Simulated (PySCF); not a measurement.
From one molecule to another.

First species: Mo(NH2)4 (singlet state).
SMILES: `[NH2][Mo]([NH2])([NH2])[NH2]`

Second species: 2,2-dichloroethanol, C₂H₄Cl₂O.
SMILES with atom numbers: `[OH:1][CH2:2][CH:3]([Cl:4])[Cl:5]` (hydrogens: H6 on O1; H7, H8 on C2; H9 on C3)

Levels: CAM-B3LYP/def2-SVPD for HOMO energy, LUMO energy, HOMO–LUMO gap and static isotropic polarisability; TDDFT CAM-B3LYP/def2-SVPD for lowest singlet excitation; TDA CAM-B3LYP/def2-SVPD for lowest triplet excitation (Tamm–Dancoff); ΔSCF CAM-B3LYP/def2-SVPD for vertical ionisation energy. Geometries: PBE0-D3(BJ)/def2-SVP. Each structure is a single optimised conformer of the isolated species (atoms past krypton carry core potentials, spin–orbit coupling is left out); the electronic structure was computed with PySCF and density fitting.

The conformers computed, where there is a choice (atom-mapped SMILES and torsion angles):
- `[OH:1][CH2:2][CH:3]([Cl:4])[Cl:5]`: O1–C2–C3–Cl4 178°, H–O1–C2–C3 60°

(1) Which of the two has the higher HOMO energy, and by how much?

(2) Which has the higher static isotropic polarisability?

(3) Which of the two has the higher HOMO–LUMO gap, and by how much?

(4) Which of the two has the higher S1 energy, and by how much?

(5) Which has the higher T1 energy?

(6) Which of the two has the higher vertical ionisation energy, and by how much?

Answers

(1) The first: -5.56 eV against -10.03 eV, a difference of 4.47 eV.

(2) The first: 83.6 au against 58.6 au, a difference of 25.0 au.

(3) The second: 10.72 eV against 6.23 eV, a difference of 4.49 eV.

(4) The second: 7.04 eV against 1.46 eV, a difference of 5.58 eV.

(5) The second: 6.42 eV against 0.68 eV, a difference of 5.74 eV.

(6) The second: 11.00 eV against 5.97 eV, a difference of 5.03 eV.

On the first: 3 of the 10 computed singlets lie in the visible range (750 to 380 nm, 1.65 to 3.26 eV), with an oscillator strength of 0.015 in sum. The polarisability is 12.38 Å³ as a volume (1 au = 0.148185 Å³). Atoms past krypton carry effective core potentials; spin–orbit coupling is left out.

On the second: S1 lies 3.68 eV below the HOMO–LUMO gap; its leading configuration is HOMO→LUMO, weight 0.66. The principal polarisabilities are 48.2, 59.2 and 68.5 au; their mean is the isotropic value.
